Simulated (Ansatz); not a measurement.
`FB(F)B(F)F` + H₂ → `FBF` + `FBF`  (hydrogenolysis of a B–B bond)

Program: Ansatz. Geometries: PBE0-D4/def2-TZVP. ΔE: electronic, gas phase. CCSD(T)/CBS adds triple-zeta CCSD(T) − MP2 to the extrapolated MP2 energy (def2 sets, frozen cores). This one scheme is used for every species. Functionals use def2-TZVPP. HSE06 is defined as in plane-wave codes. Each species was taken in one conformer, which may not be the lowest.

Question: Is it downhill or uphill in electronic energy at CCSD(T)/CBS, and by how much? (Estimate.)

Answer: The calculation gave: Downhill: ΔE = -13.3 kcal/mol.

Question: What do these levels give: revPBE-D4, r2SCAN0-D4, r2SCAN0, HSE06, RPA@PBE/def2-TZVPP, HF/def2-TZVPP? (An estimate is asked.)

Answer: The calculation gave: revPBE-D4 -9.8, r2SCAN0-D4 -13.2, r2SCAN0 -13.5, HSE06 -13.0, RPA@PBE/def2-TZVPP -12.8, HF/def2-TZVPP -18.9 kcal/mol.

Largest T1 diagnostic among the species: 0.014.

Leaving LDA and LC-ωPBE aside and taking each functional with its dispersion term where it has one, the values, not all of them listed here, spread over 5.1 kcal/mol, from BHLYP-D4 to revPBE-D4. LDA lies +1.0 kcal/mol from PBE without D4. From BLYP to BHLYP (50 % exact exchange), in def2-TZVPP and without D4, ΔE moves by −2.7 kcal/mol. In def2-TZVPP, CCSD(T) changes the Hartree–Fock value by +5.6 kcal/mol (the triples alone add +1.0 kcal/mol) and MP2 by +4.8 kcal/mol.
